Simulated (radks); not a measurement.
Task: Excited configurations of neutral ruthenium: one electron is placed in a higher orbital outside [Kr] 4d7. The ground configuration is [Kr] 4d7 5s1. All-electron calculation, non-relativistic Kohn-Sham, PBE, spin-polarised, spherical densities, point nucleus; open shells are filled with parallel spins first (spin-orbit coupling, left out, can overturn this in heavy ions); relativity is left out, which matters for an element this heavy. Program: a radial shooting solver on a logarithmic mesh with Libxc functionals. Excitation = E - E(ground); binding = E(ion) - E, where the ion is the core of charge +1; n* = 1/sqrt(2 binding) in atomic units, and the quantum defect is n - n*.

outer orbital  excitation (eV)  binding (eV)     n*  quantum defect  eigenvalue (eV)  <r> (bohr)
5p                       3.282         4.007  1.843           3.157           -1.922       4.809
6f                       6.798         0.491  5.264           0.736           -0.320       42.34
7s                       5.963         1.326  3.203           3.797           -0.852       16.97

Estimate the row for 7d.

Result: excitation (eV) 6.582; binding (eV) 0.707; n* 4.386; quantum defect 2.614; eigenvalue (eV) -0.452; <r> (bohr) 30.19. The Delta-SCF ionisation energy is 7.289 eV (NIST Atomic Spectra Database: 7.361 eV, measured). Self-interaction in the functional shifts the binding energies and quantum defects, so they are the method's values and not measured ones. Relativity is left out here, which matters for elements this heavy. Open shells are spherical and high-spin; term and fine-structure splittings are not resolved.
